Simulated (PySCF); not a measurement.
# Basis and Hamiltonian dependence of the ionisation energy of Cr²⁺

Cr²⁺ [Ar] 3d4 (5D) → Cr³⁺ [Ar] 3d3 (4F). All values are computed (PySCF 2.14, energy differences of UHF-based or UKS calculations, no spin-orbit coupling). Values in eV.

```csv
basis,Hamiltonian,functions,UHF,PBE,PBE0,MP2 (valence),CCSD(T) (valence),CCSD(T) (valence and next inner shell)
6-31G*,non-relativistic,34,30.090,n/a,31.624,30.534,n/a,n/a
x2c-SVPall,spin-free X2C,36,30.172,32.091,n/a,30.560,n/a,n/a
jorge-DZP-DKH,spin-free X2C,43,29.938,n/a,31.555,30.310,n/a,n/a
Sapporo-DKH3-DZP-2012,spin-free X2C,43,29.718,n/a,n/a,30.247,n/a,n/a
aug-cc-pVDZ,non-relativistic,59,30.161,31.986,31.796,30.726,30.804,n/a
ANO-RCC-VTZP,spin-free X2C,59,29.725,31.496,31.310,30.391,30.457,30.861
def2-TZVPPD,non-relativistic,67,29.875,31.661,31.472,30.499,30.569,30.979
def2-QZVPPD,non-relativistic,93,29.881,31.717,31.513,30.561,30.627,31.080
aug-cc-pVTZ-DK,spin-free X2C,93,29.679,31.495,31.293,30.330,30.397,n/a
x2c-QZVPPall,spin-free X2C,96,29.678,31.532,31.322,30.361,30.428,30.881
dyall-av2z,non-relativistic,101,29.893,31.672,31.479,30.471,30.539,n/a
"aug-cc-pVTZ with one added diffuse shell each of s, p, d, f, g type",non-relativistic,118,29.880,31.680,31.483,30.529,n/a,n/a
"x2c-QZVPPall with one added diffuse shell each of s, p, d, f, g type",spin-free X2C,121,29.678,31.532,31.322,30.361,n/a,n/a
aug-cc-pwCVTZ,non-relativistic,127,29.872,31.692,31.491,30.566,n/a,31.101
```

Frozen in the all-electron rows: valence: [Ar]; valence and next inner shell: [Ne].

Non-relativistic rows lack the scalar-relativistic shift.

Between the lowest levels the reference is 30.959 ± 0.025 eV (measured; NIST Atomic Spectra Database, ionization energies); it includes spin-orbit coupling, which these numbers lack.
